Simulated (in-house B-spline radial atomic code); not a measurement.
Configurations of Ge6+, with energies counted from [Ar] 3d8. Level of theory: non-relativistic CAM-B3LYP, spin-polarised, spherical fractional occupations, point nucleus; calculated with a radial B-spline atomic code at the basis-set limit. Shells without spins written out take the highest spin.

Caution: exact exchange at fractional occupations of open shells leaves self-interaction of up to several eV.

Occupations are held fixed; configurations that lie above the ionisation limit could autoionise.

```json
{"configuration": "[Ar] 3d(4 up, 4 down)", "E - E(ref) (eV)": "3.9141", "highest orbital": "3d up", "its <r> (bohr)": "0.6542"}
{"configuration": "[Ar] 3d7 4s1", "E - E(ref) (eV)": "49.952", "highest orbital": "4s up", "its <r> (bohr)": "1.536"}
{"configuration": "[Ar] 3d7 4p1", "E - E(ref) (eV)": "65.695", "highest orbital": "4p up", "its <r> (bohr)": "1.666"}
{"configuration": "[Ar] 3d7 4d1", "E - E(ref) (eV)": "87.234", "highest orbital": "4d up", "its <r> (bohr)": "1.972"}
{"configuration": "[Ar] 3d(4 up, 3 down) 4d(1 up, 0 down)", "E - E(ref) (eV)": "95.53", "highest orbital": "4d up", "its <r> (bohr)": "1.979"}
{"configuration": "[Ne] 3s2 3p5 3d8 4s1", "E - E(ref) (eV)": "140.61", "highest orbital": "4s up", "its <r> (bohr)": "1.535"}
{"configuration": "[Ne] 3s2 3p5 3d8 4f1", "E - E(ref) (eV)": "195.83", "highest orbital": "4f up", "its <r> (bohr)": "2.421"}
```

**Question.** Order these further configurations by energy, lowest first.
A. [Ne] 3s2 3p5 3d8 4p1
B. [Ne] 3s2 3p(2 up, 3 down) 3d(5 up, 3 down) 4d(0 up, 1 down)
C. [Ne] 3s2 3p5 3d9
D. [Ar] 3d(2 up, 5 down) 4p(1 up, 0 down)
E. [Ne] 3s2 3p5 3d8 4d1

**Answer.** D (66.468 eV), C (88.65 eV), A (156.36 eV), E (177.97 eV), B (182.6 eV).

**Question.** How far above the reference does [Ar] 3d7 4f1 lie?

**Answer.** 105.13 eV; its least bound orbital is 4f up with <r> = 2.424 bohr.

**Question.** How far above the reference does [Ar] 3d(4 up, 3 down) 4s(1 up, 0 down) lie?

**Answer.** 58.311 eV; its least bound orbital is 4s up with <r> = 1.54 bohr.
